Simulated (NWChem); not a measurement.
Species: MoHO₃Cl; SMILES [OH][Mo]([Cl])(=[O])=[O]

```xyz
6

Mo     0.0557    -0.2752    -0.0054
O      0.9957    -0.7808    -1.2848
O      0.8039    -0.7716     1.3986
Cl    -0.0946     1.9910    -0.0067
O     -1.6249    -1.0491    -0.1416
H     -2.1267    -1.4794     0.5622
```
Atoms are numbered in this order, from 1.

Results from NWChem. Medium grid unless said otherwise, to which SCAN and Minnesota functionals are sensitive. Structure relaxed at the PBE0/def2-SVP level. def2 effective core potentials on Mo; no spin-orbit coupling.

Task: Predict the results for M06-2X/def2-SVP. Quantities: highest occupied level (eV); orbital gap (eV); dipole (D).

Result: 
```yaml
highest occupied level (eV): -10.99
orbital gap (eV): 8.97
dipole (D): 2.92
```
